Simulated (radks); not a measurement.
The phosphorus anion P3-, [Ar], held by a Watson sphere: a shell of charge +3 at radius R that stands for the Madelung well of a crystal (potential energy -3/R inside, -3/r outside, in hartree with lengths in bohr). Method: non-relativistic Kohn-Sham, LDA (Slater exchange, VWN5 correlation), spin-polarised, spherical densities, point nucleus; computed with a radial shooting solver on a logarithmic mesh with Libxc functionals. Response by self-consistent Sternheimer equations with the Hartree and adiabatic LDA kernel. The sphere does not respond.

\begin{tabular}{lrrrrrrr}
R (bohr) & e(2p) (eV) & e(3s) (eV) & e(3p) (eV) & <r> 3p (bohr) & sum of <r^2> (bohr^2) & X-ray form factor at sin(theta)/lambda = 0.3 1/angstrom & alpha (bohr^3) \\ \hline
1.93 & -121.28 & -16.922 & -8.366 & 2.211 & 45.11 & 8.508 & 27.27 \\
2.28 & -120.82 & -15.635 & -7.639 & 2.356 & 50.50 & 8.449 & 34.65 \\
2.55 & -120.77 & -14.735 & -7.062 & 2.466 & 54.86 & 8.445 & 42.04 \\
2.6 & -120.77 & -14.579 & -6.957 & 2.486 & 55.68 & 8.446 & 43.60 \\
3.26 & -120.75 & -12.831 & -5.649 & 2.748 & 66.85 & 8.499 & 70.77 \\
3.92 & -120.60 & -11.605 & -4.577 & 3.000 & 78.71 & 8.543 & 114.6 \\
\end{tabular}
